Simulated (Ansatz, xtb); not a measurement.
Relaxing a trial structure of CH3AlFIn

The starting geometry of this gas-phase singlet was built from a drawn formula by distance geometry; its bonds are those of `F[C][AlH][InH2]`.

```xyz
7

C    -1.9726    1.6974    1.8585
Al   -0.8002    0.5383    0.7835
F    -3.0574    2.2238    1.1812
In   -0.9070   -0.3194   -1.7678
H     0.6021    0.0760    1.4328
H     0.4214    0.4944   -2.5720
H    -2.4188   -0.3965   -2.3676
```

Question: Predict what becomes of its bonds when it is optimised with r2SCAN-D4/def2-SVP.

Answer: New bonds form, giving a structure with H6 bridging Al2 and In4, given below by its coordinates. Distances that change by over a tenth: In4–H6 (1.75 → 2.10 Å). Contacts that close: C1–In4 (4.28 → 2.07 Å), Al2–H6 (3.57 → 1.67 Å).

The energy falls by 3.45 eV over 32 steps:

| step | E − E(last) (eV) |
| --- | --- |
| 1 | 3.455 |
| 4 | 2.307 |
| 8 | 1.933 |
| 11 | 1.671 |
| 15 | 1.129 |
| 18 | 1.049 |
| 22 | 1.042 |
| 25 | 0.825 |
| 29 | 0.007 |
| 32 | 0.000 |

Final geometry (Å):

```xyz
7

C    -1.9380    0.9583    0.5908
Al   -0.1297    0.4871    0.6282
F    -2.9127    1.3587    1.4113
In   -2.0556    0.6390   -1.4557
H     1.1645    0.2997    1.5219
H    -0.0581    0.1826   -1.0165
H    -2.2029    0.3885   -3.1314
```

From the same start GFN2-xTB ends elsewhere, differing in Al2–H6 (3.53 against 1.67 Å here).

The end wasn't checked by frequencies. Atoms past krypton carry core potentials, without spin–orbit terms. Run with Ansatz 0.2.0, 4.3 min on 1 thread of AMD EPYC (Zen 3), on a shared host.
